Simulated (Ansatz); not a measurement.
Relaxation of BH$_{8}$NOSi (12 atoms, charge 0, multiplicity 1), to a largest force component of 0.03 eV/Å in at most 50 steps.

Computed with RKS PBE0-D4/def2-SVP in Ansatz 0.2.0.

```xyz
12
Properties=species:S:1:pos:R:3
B -0.122 0.452 -0.334
O -0.527 -0.207 2.161
H -1.391 0.160 2.384
H 0.902 -0.196 -0.337
N -1.211 -0.054 -1.039
H -1.200 -0.967 -1.475
H -2.104 0.415 -1.119
Si -0.169 2.247 0.482
H -1.542 2.615 0.981
H 0.736 2.357 1.681
H 0.250 3.360 -0.435
H 0.098 0.488 2.464
```

Q: Where does it end, and by what steps?

A: The run converged. The force dipped under the threshold on the way, but the program's further checks kept it going. After 11 steps the energy has fallen by 0.045 eV; H12 moved furthest, 0.34 Å.

```tsv
step	energy less start (eV)	largest force component (eV/Å)	accepted
0	0.0000	0.681	yes
1	-0.0293	0.566	yes
2	0.0212	0.744	no
3	-0.0378	0.423	yes
4	-0.0368	0.179	no
5	-0.0428	0.133	yes
6	-0.0436	0.032	yes
7	-0.0441	0.037	yes
8	-0.0427	0.284	no
9	-0.0442	0.027	yes
10	-0.0444	0.083	yes
11	-0.0446	0.022	yes
```

```xyz
12
Properties=species:S:1:pos:R:3
B -0.110 0.449 -0.389
O -0.626 -0.213 2.241
H -1.347 0.372 2.500
H 0.908 -0.207 -0.361
N -1.191 -0.057 -1.104
H -1.177 -0.974 -1.533
H -2.082 0.413 -1.195
Si -0.181 2.277 0.466
H -1.551 2.597 1.006
H 0.766 2.414 1.624
H 0.159 3.398 -0.475
H 0.152 0.200 2.634
```

The run took 58 s on 2 threads of Intel(R) Xeon(R) Platinum 8259CL CPU @ 2.50GHz (Skylake/Cascade Lake), on a shared host, peak memory 0.23 GiB.
